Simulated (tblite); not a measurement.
C4H11BSSi2.
SMILES with atom numbers: `[BH:1]1[CH2:2][SiH2:3][S:4][SiH2:5][C:6]12[CH2:7][CH2:8]2` (hydrogens: H9 on B1; H10, H11 on C2; H12, H13 on Si3; H14, H15 on Si5; H16, H17 on C7; H18, H19 on C8)

Computed with GFN2-xTB (tblite), gas phase: L-BFGS steps from a force-field or distance-geometry start until the largest atomic force falls under 0.01 eV/Å.

Step 29: E = -602.2045 eV
```
atom  x, y, z in Å  |  force x, y, z in eV/Å
B1     -0.0221   -1.1830   -0.6163   -0.012  -0.002   0.056
C2      1.5484   -1.1996   -0.6827   -0.007  -0.013  -0.006
Si3     2.4322    0.4723   -0.5335    0.014  -0.019   0.001
S4      2.0298    1.2604    1.4286   -0.009   0.040  -0.025
Si5    -0.0589    0.8171    1.6696   -0.043  -0.032  -0.006
C6     -0.8060   -0.1397    0.2246   -0.019   0.016   0.002
C7     -1.7420    0.6893   -0.6589   -0.031   0.008  -0.022
C8     -2.3185   -0.2720    0.3048    0.041  -0.019   0.014
H9     -0.6295   -1.9654   -1.2500   -0.011   0.019  -0.043
H10     1.8999   -1.7060   -1.5814    0.016  -0.064   0.014
H11     1.8945   -1.8086    0.1577    0.011  -0.012   0.002
H12     1.9543    1.4128   -1.5460   -0.006   0.034   0.001
H13     3.8829    0.3419   -0.5539    0.016   0.009  -0.001
H14    -0.7291    2.1102    1.7932    0.006   0.044   0.043
H15    -0.1566    0.0434    2.9057    0.002  -0.023   0.000
H16    -1.7776    0.4472   -1.7109   -0.023   0.005  -0.025
H17    -1.8273    1.7472   -0.4593    0.007   0.010   0.007
H18    -2.8159    0.1174    1.1823    0.035  -0.011  -0.021
H19    -2.7683   -1.1758   -0.0811    0.013   0.010   0.011
```

Step 30: E = -602.2051 eV
```
atom  x, y, z in Å  |  force x, y, z in eV/Å
B1     -0.0220   -1.1820   -0.6163   -0.017  -0.029   0.032
C2      1.5486   -1.2000   -0.6822   -0.007  -0.031  -0.002
Si3     2.4323    0.4717   -0.5333    0.004   0.001  -0.012
S4      2.0280    1.2618    1.4278   -0.016   0.035  -0.029
Si5    -0.0610    0.8162    1.6689   -0.020   0.017   0.017
C6     -0.8065   -0.1403    0.2252    0.009   0.021  -0.019
C7     -1.7426    0.6890   -0.6589   -0.009   0.010  -0.018
C8     -2.3171   -0.2721    0.3053    0.011  -0.020   0.003
H9     -0.6304   -1.9629   -1.2530    0.004   0.035  -0.029
H10     1.8999   -1.7076   -1.5809    0.013  -0.056   0.022
H11     1.8951   -1.8093    0.1585    0.004  -0.001  -0.009
H12     1.9544    1.4133   -1.5466    0.000   0.018   0.014
H13     3.8828    0.3414   -0.5547    0.020   0.009   0.001
H14    -0.7305    2.1109    1.7961    0.013   0.020   0.037
H15    -0.1561    0.0433    2.9051   -0.001  -0.031   0.008
H16    -1.7766    0.4460   -1.7102   -0.027   0.002  -0.044
H17    -1.8268    1.7471   -0.4602    0.004   0.012   0.010
H18    -2.8137    0.1180    1.1814    0.013   0.001   0.016
H19    -2.7675   -1.1752   -0.0795    0.002  -0.014  -0.001
```

**Question.** Estimate the geometry and energy of step 31. (The exact step hangs on the optimiser's Hessian estimate; all steps are aligned on step 30, rigid shifts and turns removed.)

**Answer.** E = -602.2057 eV, largest force 0.065 eV/Å
```
atom  x, y, z in Å  |  force x, y, z in eV/Å
B1     -0.0221   -1.1817   -0.6154   -0.011  -0.043   0.003
C2      1.5487   -1.2009   -0.6819   -0.003  -0.040   0.003
Si3     2.4325    0.4712   -0.5334   -0.005   0.012  -0.022
S4      2.0264    1.2634    1.4267   -0.024   0.029  -0.030
Si5    -0.0631    0.8157    1.6686    0.005   0.055   0.035
C6     -0.8069   -0.1401    0.2252    0.031   0.022  -0.032
C7     -1.7434    0.6891   -0.6594    0.008   0.006  -0.011
C8     -2.3157   -0.2726    0.3056   -0.019  -0.010  -0.011
H9     -0.6311   -1.9606   -1.2556    0.012   0.043  -0.016
H10     1.9002   -1.7101   -1.5799    0.007  -0.045   0.027
H11     1.8957   -1.8101    0.1591    0.000   0.006  -0.011
H12     1.9545    1.4143   -1.5467    0.006   0.003   0.025
H13     3.8832    0.3411   -0.5555    0.017   0.009   0.003
H14    -0.7312    2.1121    1.7992    0.019   0.000   0.032
H15    -0.1560    0.0426    2.9046   -0.003  -0.034   0.011
H16    -1.7766    0.4455   -1.7105   -0.030   0.003  -0.044
H17    -1.8267    1.7473   -0.4606    0.001   0.006   0.008
H18    -2.8115    0.1181    1.1808   -0.004   0.009   0.041
H19    -2.7666   -1.1751   -0.0784   -0.005  -0.030  -0.009
```

The energy changes by -0.0006 eV. The first-order estimate −F·Δx gives -0.0008 eV and the mean of the old and new forces, exact on a quadratic surface, -0.0006 eV. The step makes an angle of 49° with the force vector and moves no atom by more than 0.004 Å.

The cost below is that of the whole relaxation. The run took 1.2 s of wall time on one thread of an Arm Neoverse V2 (shared host).
